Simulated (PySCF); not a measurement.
## A survey of ³¹P NMR shifts

[PySCF 2.14: σ from GIAO-PBE0/pcSseg-1; geometry from GFN2-xTB; fast rotation and ring inversion assumed for equivalent nuclei; relativity neglected; gas phase; single conformer]

Shieldings were converted by a linear fit to measured shifts: ³¹P: δ = 270.09 − 0.828σ (rms 18.1 ppm, 64 shifts vs H3PO4, solution or neat liquid). A few per cent of atoms miss by over 2 rms, more outside the fitted compound classes.

**Question.** Give the ³¹P shifts of `O=[P@@H]1CC[C@@H]([SiH3])C1`.

**Answer.** 
```
                   compound                                           environment  δ (ppm)
O=[P@@H]1CC[C@@H]([SiH3])C1  phosphorus bonded to 2 C, O, H, in a 5-membered ring     16.8
```

**Question.** Order these by ³¹P shift, lowest first.
A. F/C=P/c1cccs1
B. CC(=O)c1occ(C)p1
C. O=P1(C[SiH3])CCC1
D. CP(C)C[SiH3]
E. FC(F)=C(F)P

**Answer.** E (-152.9 ppm, phosphorus bonded to C, 2 H), D (-50.4 ppm, phosphorus bonded to 3 C), C (24.5 ppm, phosphorus bonded to 3 C, O, in a 4-membered ring), A (143.2 ppm, phosphorus bonded to 2 C), B (165.8 ppm, phosphorus bonded to 2 C, in a 5-membered ring).
